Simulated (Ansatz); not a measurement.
C₆H₁₅AlO₂ (`CC(C)[O][AlH][O]C(C)C`) at its PBE0-D4/def2-TZVP geometry, where that method's forces vanish. Charge 0, multiplicity 1.

```json
{"atom": "C1", "x (Å)": "-1.531", "y (Å)": "0.397", "z (Å)": "-2.370"}
{"atom": "C2", "x (Å)": "-1.409", "y (Å)": "-0.521", "z (Å)": "-1.170"}
{"atom": "C3", "x (Å)": "-2.179", "y (Å)": "-1.813", "z (Å)": "-1.365"}
{"atom": "O4", "x (Å)": "-1.897", "y (Å)": "0.139", "z (Å)": "-0.028"}
{"atom": "Al5", "x (Å)": "-1.281", "y (Å)": "0.732", "z (Å)": "1.422"}
{"atom": "O6", "x (Å)": "0.340", "y (Å)": "0.601", "z (Å)": "1.851"}
{"atom": "C7", "x (Å)": "1.546", "y (Å)": "0.144", "z (Å)": "1.292"}
{"atom": "C8", "x (Å)": "2.010", "y (Å)": "1.085", "z (Å)": "0.196"}
{"atom": "C9", "x (Å)": "2.575", "y (Å)": "0.013", "z (Å)": "2.396"}
{"atom": "H10", "x (Å)": "-0.960", "y (Å)": "1.316", "z (Å)": "-2.215"}
{"atom": "H11", "x (Å)": "-1.158", "y (Å)": "-0.090", "z (Å)": "-3.275"}
{"atom": "H12", "x (Å)": "-2.578", "y (Å)": "0.669", "z (Å)": "-2.527"}
{"atom": "H13", "x (Å)": "-0.346", "y (Å)": "-0.770", "z (Å)": "-1.032"}
{"atom": "H14", "x (Å)": "-1.818", "y (Å)": "-2.354", "z (Å)": "-2.243"}
{"atom": "H15", "x (Å)": "-2.070", "y (Å)": "-2.461", "z (Å)": "-0.493"}
{"atom": "H16", "x (Å)": "-3.241", "y (Å)": "-1.597", "z (Å)": "-1.501"}
{"atom": "H17", "x (Å)": "-2.266", "y (Å)": "1.427", "z (Å)": "2.422"}
{"atom": "H18", "x (Å)": "1.386", "y (Å)": "-0.851", "z (Å)": "0.849"}
{"atom": "H19", "x (Å)": "2.167", "y (Å)": "2.087", "z (Å)": "0.605"}
{"atom": "H20", "x (Å)": "2.948", "y (Å)": "0.742", "z (Å)": "-0.246"}
{"atom": "H21", "x (Å)": "1.266", "y (Å)": "1.152", "z (Å)": "-0.602"}
{"atom": "H22", "x (Å)": "3.520", "y (Å)": "-0.375", "z (Å)": "2.007"}
{"atom": "H23", "x (Å)": "2.216", "y (Å)": "-0.663", "z (Å)": "3.174"}
{"atom": "H24", "x (Å)": "2.761", "y (Å)": "0.990", "z (Å)": "2.852"}
```

Problem. For each bond, give half the difference of the two atoms' forces along it (eV/Å; positive pushes the atoms apart) under PBE-D4, r2SCAN-D4, B3LYP-D4, ωB97M-V in def2-TZVPP. (Estimate.)

Solution. Computed: 
```tsv
bond	length (Å)	PBE-D4	r2SCAN-D4	B3LYP-D4	ωB97M-V
C1–C2	1.516	-0.01	0.05	0.12	0.09
C1–H12	1.093	0.11	-0.03	-0.06	-0.07
C2–C3	1.516	0.00	0.05	0.12	0.09
C2–H13	1.101	0.08	-0.07	-0.16	-0.15
C3–H14	1.093	0.09	-0.04	-0.07	-0.07
O4–Al5	1.683	0.09	-0.05	-0.04	0.03
Al5–O6	1.683	0.08	-0.06	-0.04	0.03
C7–C8	1.518	-0.01	0.05	0.12	0.09
C7–H18	1.101	0.08	-0.08	-0.16	-0.17
C8–H19	1.093	0.11	-0.03	-0.06	-0.07
C8–H20	1.093	0.09	-0.03	-0.06	-0.07
C8–H21	1.093	0.09	-0.03	-0.09	-0.05
C9–H22	1.093	0.09	-0.04	-0.06	-0.07
C9–H24	1.093	0.11	-0.03	-0.06	-0.07
```

B3LYP here is the variant with VWN-RPA as its local correlation; programs differ in this.
